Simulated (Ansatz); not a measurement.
System: Ag2, charge 0, singlet. Ag2 (SMILES [Ag][Ag]).
B3LYP-D3(BJ)/def2-TZVP minimum from Ansatz (a quantum-chemistry and plane-wave program):
```xyz
2

Ag     0.0000     0.0000    -1.2983
Ag     0.0000     0.0000     1.2983
```
Charge 0, spin multiplicity 1.

Total energies in def2-SVP, 22 correlated electrons, 8 frozen orbitals. UHF or UKS for unpaired electrons; spin-orbit terms are left out. Cores are frozen in correlated methods (noble-gas shells, and filled d and f shells in the p block). Past Kr the def2 sets carry scalar-relativistic core potentials.

```tsv
method	program	energy (Eh)	minus CCSDT(Q) (mEh)
HF	Ansatz	-292.18214	495.05
MP2	Ansatz	-292.68132	-4.13
CCSD	Ansatz	-292.66304	14.15
CCSD(T)	Ansatz	-292.67776	-0.56
CCSDT(Q)	Ansatz	-292.67719	0.00
```

Rough core times of Ansatz's runs on a shared machine: CCSD(T) under 20 s, CCSDT(Q) 4 min.
